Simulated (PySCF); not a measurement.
# Dipole response of Te⁺ (tellurium, charge +1)

[Kr] 4d10 5s2 5p3, high-spin 4S determinant. Calculation: PySCF 2.14, in aug-cc-pwCVTZ-DK3 with one added diffuse shell each of s, p, d, f type (11s10p8d5f1g, 125 functions); scalar relativity by spin-free X2C-1e. Coupled (time-dependent) response in atomic units; α is the mean over directions.

```json
{"method": "PBEsol", "mean α (bohr³)": "22.39", "C₆ (like pair)": "190.5", "S(−4)": "108.3"}
```

S(−4) is the Cauchy moment in α(ω) = α(0) + S(−4) ω² + …

α(iu) at PBEsol:

```
u (hartree)  α(iu) (bohr³)
          0          22.39
     0.0500          22.12
      0.100          21.36
      0.200          18.85
      0.300          15.89
      0.500          10.89
      0.750          7.114
       1.00          5.031
       1.50          3.016
       2.00          2.089
       3.00          1.226
       5.00         0.5873
```

For an ion, C₆ is the dispersion term alone; charge-induced terms of lower order in 1/R come first.
